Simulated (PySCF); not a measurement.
Orbital energies and ionisation energy

Compound: CH14Si5.
Z-matrix (Å and degrees, PBE0-D3(BJ)/def2-SVP geometry), rows numbered from 1:
```
C 
Si  1  1.8840
Si  2  2.3454  1  110.28
Si  3  2.3419  2  109.02  1    62.67
Si  3  2.3411  2  110.83  1  -177.14
Si  3  2.3418  2  108.70  1   -56.70
H   1  1.1007  2  110.71  3   -58.58
H   1  1.1007  2  110.76  3    61.28
H   1  1.1010  2  110.70  3  -178.64
H   2  1.4982  1  110.53  3   120.38
H   2  1.4980  1  110.53  3  -120.49
H   4  1.4971  3  110.18  2   -57.21
H   4  1.4959  3  110.89  2  -177.36
H   4  1.4962  3  109.94  2    62.30
H   5  1.4960  3  110.12  2   -60.57
H   5  1.4959  3  110.23  2    59.45
H   5  1.4962  3  110.31  2   179.51
H   6  1.4963  3  109.96  2   -58.13
H   6  1.4970  3  110.02  2    61.24
H   6  1.4957  3  110.99  2  -178.54
```

Level: B3LYP/def2-SVPD (PySCF). Frontier orbitals with their largest atomic shares (Löwdin; up to four atoms above 4 %):

| orbital | ε (eV) | main atoms |
| --- | --- | --- |
| HOMO−3 | -9.20 | C1 34 %, Si2 26 %, H11 7 %, H10 7 % |
| HOMO−2 | -7.74 | Si3 30 %, Si6 23 %, Si4 17 %, H18 5 % |
| HOMO−1 | -7.73 | Si3 30 %, Si5 25 %, Si4 12 %, Si6 6 % |
| HOMO | -7.56 | ? |
| LUMO | -0.52 | Si2 19 %, Si3 16 %, C1 9 %, Si5 9 % |
| LUMO+1 | -0.37 | Si6 20 %, Si3 20 %, Si5 14 %, Si4 13 % |
| LUMO+2 | -0.35 | Si4 21 %, Si3 19 %, Si6 13 %, Si5 13 % |

Problem. What vertical ionisation energy does ΔSCF give, and how far is −ε(HOMO) from it?

Solution. ΔSCF: 9.27 eV (894 kJ/mol; threshold wavelength 134 nm); ⟨S²⟩ of the doublet left behind is 0.754, against 0.75 for a pure doublet. −ε(HOMO) is 7.56 eV, 1.71 eV below it. In exact Kohn–Sham theory the two would be equal; B3LYP (global hybrid, 20 % exact exchange) falls short of its own ΔSCF value by 18 %.

Problem. On which atoms does the HOMO lie?

Solution. Si3 (four-coordinate silicon) 31 %, Si2 (SiH2 silicon) 26 %, C1 (Si-methyl carbon) 6 %, Si6 (SiH3 silicon) 6 %, so no atom holds as much as 40 %. The HOMO−1 lies 0.17 eV lower.

Problem. With α = 168.6 au, estimate the like-pair dispersion coefficient by London's formula C6 = (3/4)α²I.

Solution. I = 0.3405 Eh, so C6 ≈ 7260 au, a rough estimate.

Problem. How many of the 10 lowest singlet excitations (vertical TDDFT, same level) lie below the ionisation energy?

Solution. All 10; they run from 6.19 to 6.53 eV.

Problem. What total energies stand behind the ΔSCF value?

Solution. E(N) = -1493.62533 Eh and E(N − 1) = -1493.28483 Eh at the same geometry, 0.34050 Eh apart.

Problem. Shift the occupied levels rigidly so that −ε(HOMO) equals the ΔSCF value. What binding energies result?

Solution. The shift is +1.71 eV: HOMO 9.27, HOMO−1 9.44, HOMO−2 9.45, HOMO−3 10.91 eV. A rigid shift is only a rough guide to the deeper ionisations.

Isolated species at its PBE0-D3(BJ)/def2-SVP geometry, gas phase.

These values come from a run that also computed excited states and ΔSCF ions. The run took 5.7 min of wall time on one thread of an x86-64 server, on a shared host.
